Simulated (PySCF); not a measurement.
## Dipole response of Ni¹⁸⁺ (nickel, charge +18)

[Ne], closed-shell 1S. All numbers are calculated (PySCF 2.14, the non-relativistic Hamiltonian (point nucleus), in an uncontracted even-tempered set (18 s from 3.8 bohr⁻², ratio 2.2; 11 p from 4.9 bohr⁻², ratio 2.2; 6 d from 26 bohr⁻², ratio 2.4; 5 f from 38 bohr⁻², ratio 2.4; 5 g from 58 bohr⁻², ratio 2.4)). Coupled (time-dependent) response in atomic units; α is the mean over directions.

```
method  mean α (bohr³)  C₆ (like pair)      S(−4)
   UHF        0.002756       0.0003168  9.970e-07
  PBE0        0.002780       0.0003202  1.026e-06
```

S(−4) is the Cauchy moment in α(ω) = α(0) + S(−4) ω² + …

α(iu) at UHF:

| u (hartree) | α(iu) (bohr³) |
| --- | --- |
| 0 | 0.002756 |
| 6.00 | 0.002721 |
| 12.0 | 0.002621 |
| 24.0 | 0.002297 |
| 36.0 | 0.001920 |
| 48.0 | 0.001570 |
| 60.0 | 0.001278 |
| 90.0 | 0.0007824 |
| 120 | 0.0005110 |
| 180 | 0.0002599 |
| 300 | 0.0001037 |

A single London oscillator, α(iu) = α/(1 + u²/ω²), gives C₆ = (3/4) ω α². Matching the computed C₆ needs ω = 4 × 0.0003168 / (3 × 0.002756²) = 55.6 hartree.

For an ion, C₆ is the dispersion term alone; charge-induced terms of lower order in 1/R come first.
